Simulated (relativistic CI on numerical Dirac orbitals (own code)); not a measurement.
# Sc⁺ in a cubic cluster: 2p photoemission with charge transfer

Computed with a charge-transfer multiplet model of a cubic metal-ligand cluster with up to one ligand hole, Slater and spin-orbit integrals from Dirac-Coulomb-Breit ions, Slater integrals scaled by 0.9. The ground state mixes d2 with configurations of k ligand holes L, whose averages lie at kΔ + k(k − 1)U_dd/2; a core hole lowers each added d electron by U_cd. 300 K, Lorentzian 0.6 eV and Gaussian 0.8 eV FWHM.

Atomic integrals in eV (Slater integrals scaled, ζ unscaled), ground: F2dd 5.299, F4dd 3.246, zeta_d 0.005; with the core hole: F2dd 7.634, F4dd 4.756, zeta_d 0.015, zeta_core 3.008, F2cd 3.955, G1cd 2.758, G3cd 1.561.

Cluster parameters (eV): Δ = 9.2, U_dd = 3.6, U_cd = 4.2, 10Dq(ligand) = 0.6, V(eg) = 2.2, V(t2g) = -1.12, final-state hopping factor = 0.8.

| Case | n_d | d2 | d3L | S |
| --- | --- | --- | --- | --- |
| 10Dq = 0.05 eV | 2.16 | 0.84 | 0.16 | 1.00 |
| 10Dq = 0.35 eV | 2.16 | 0.84 | 0.16 | 1.00 |
| 10Dq = 0.65 eV | 2.16 | 0.84 | 0.16 | 1.00 |
| 10Dq = 0.95 eV | 2.16 | 0.84 | 0.16 | 1.00 |
| 10Dq = 1.25 eV | 2.15 | 0.85 | 0.15 | 1.00 |

Weights, n_d and S are thermal averages at 300 K. Binding energies count from the first peak over 30 % of the highest in each spectrum, which can be another peak from case to case. The parameters are a model scan and need not match a compound or its usual spin state. Peaks in eV (height, largest 100):
- 10Dq = 0.05 eV: 0.0 (100), 2.8 (14), 4.9 (51)
- 10Dq = 0.35 eV: 0.0 (100), 3.0 (14), 4.8 (52)
- 10Dq = 0.65 eV: 0.0 (100), 4.9 (53)
- 10Dq = 0.95 eV: 0.0 (100), 4.8 (53)
- 10Dq = 1.25 eV: 0.0 (100), 4.8 (52)

Curve for 10Dq = 0.65 eV (points under 2 left out, the grid thinned):

| E (eV) | Intensity |
| --- | --- |
| -3.3 | 2.1 |
| -3.0 | 2.5 |
| -2.7 | 3.1 |
| -2.5 | 3.7 |
| -2.2 | 4.8 |
| -1.9 | 6.8 |
| -1.6 | 10.6 |
| -1.3 | 18.6 |
| -1.1 | 28.1 |
| -0.8 | 50.1 |
| -0.5 | 76.0 |
| -0.2 | 95.0 |
| 0.1 | 99.7 |
| 0.3 | 93.7 |
| 0.6 | 73.5 |
| 0.9 | 49.0 |
| 1.2 | 30.6 |
| 1.5 | 21.2 |
| 1.7 | 18.4 |
| 2.0 | 16.1 |
| 2.3 | 14.3 |
| 2.6 | 13.3 |
| 2.9 | 13.3 |
| 3.1 | 13.6 |
| 3.4 | 14.1 |
| 3.7 | 15.6 |
| 4.0 | 21.1 |
| 4.2 | 28.5 |
| 4.5 | 43.0 |
| 4.8 | 52.4 |
| 5.1 | 48.7 |
| 5.4 | 35.5 |
| 5.6 | 26.5 |
| 5.9 | 17.3 |
| 6.2 | 13.1 |
| 6.5 | 11.2 |
| 6.8 | 10.0 |
| 7.0 | 9.3 |
| 7.3 | 8.3 |
| 7.6 | 6.9 |
| 7.9 | 5.3 |
| 8.2 | 3.8 |
| 8.4 | 3.2 |
| 8.7 | 2.5 |
| 9.0 | 2.1 |

For the case 10Dq = 0.65 eV, Δ = 9.2 eV is larger than U_dd = 3.6 eV, the Mott-Hubbard side of the Zaanen-Sawatzky-Allen scheme. With the core hole the average of the configuration with one ligand hole lies at Δ − U_cd = 5.0 eV before mixing: the effective hopping of about 3.9 eV (from the holes of the mixed ground state) is comparable with this gap or larger, so the configurations mix strongly.

With at most 1 ligand hole the space is cut while the next configuration still counts, so covalency is underestimated, and a final configuration with one more ligand hole, which can lie low, is missing from the spectra.
